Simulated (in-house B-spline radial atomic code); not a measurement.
## wB97X excitations of In+

Method: wB97X. Computed with a B-spline radial code for spherical atoms: linear response of the closed shell [Kr] 4d10 5s2 with the functional's adiabatic kernel; scalar-relativistic (spin-free one-electron X2C), finite nucleus, no spin-orbit coupling, no double excitations, S, P, D and F terms only; shells from n = 3 respond. Only terms of natural parity with L up to 3 were computed.

Command:
```bash
python run_td.py task.json out
```
Settings (radii: box in bohr, nucleus in fm):
```
Z                        49
electrons                48
configuration            [Kr] 4d10 5s2
hamiltonian              x2c
method                   wb97x
box_radius               41.61
rms_radius               4.6156
intervals                74
```

Time taken, with all properties: 2.4 s on 1 thread of AMD EPYC 9R45 96-Core Processor (Zen 5), with other jobs on the host.

The lowest states, in the order of their Tamm-Dancoff energies; the method's threshold (minus the highest occupied level) is 18.054 eV. Labels give the largest channel, * marks a mixed state, and oscillator strengths are full-response dipole values. Measured ¹D terms are left out, since they can mix with doubly excited terms. Semilocal kernels can invert the small singlet-triplet splittings of Rydberg terms. Energies in eV:

| state | full response | Tamm-Dancoff | oscillator strength | measured (J-weighted term) |
| --- | --- | --- | --- | --- |
| 5s → 5p 3P | 5.880 | 5.924 | - | 5.531 |
| 5s → 5p 1P | 7.434 | 7.765 | 1.53 | 7.816 |
| 5s → 6s 3S | 11.313 | 11.325 | - | 11.645 |
| 5s → 6s 1S | ? | ? | - | ? |
| 5s → 5d 1D | 12.490 | 12.504 | - | - |
| 5s → 5d 3D | 12.546 | 12.557 | - | 12.674 |
| 5s → 6p 3P | 12.734 | 12.744 | - | 13.409 |
| 5s → 6p 1P | 13.206 | 13.244 | 0.000147 | 13.611 |
| 5s → 7s 3S | 14.424 | 14.426 | - | - |
| 5s → 7s 1S | 14.482 | 14.489 | - | - |
| 5s → 4f 3F | 14.650 | 14.655 | - | - |
| 5s → 4f 1F | ? | ? | - | - |
| 5s → 6d 1D | 14.837 | 14.841 | - | - |
| 5s → 6d 3D | 14.870 | 14.873 | - | - |
| 5s → 7p 3P | 15.035 | 15.038 | - | - |
| 5s → 7p 1P | 15.128 | 15.142 | 0.00273 | - |

Q: Where does 5s → 4f 1F lie?

A: At 14.830 eV in full response, 14.832 eV in Tamm-Dancoff.

Q: Where does 5s → 6s 1S lie?

A: At 11.779 eV in full response, 11.799 eV in Tamm-Dancoff; measured 12.030 eV.

Q: How large is the singlet-triplet splitting of 5s → 5p (P terms) in Tamm-Dancoff?

A: 1.84 eV, from the unrounded values.

Q: What polarisabilities and dispersion coefficient does the method give?

A: Dipole 25.33 bohr³, quadrupole 126.6 bohr⁵, C6 175.1 hartree·bohr⁶ for two such species.
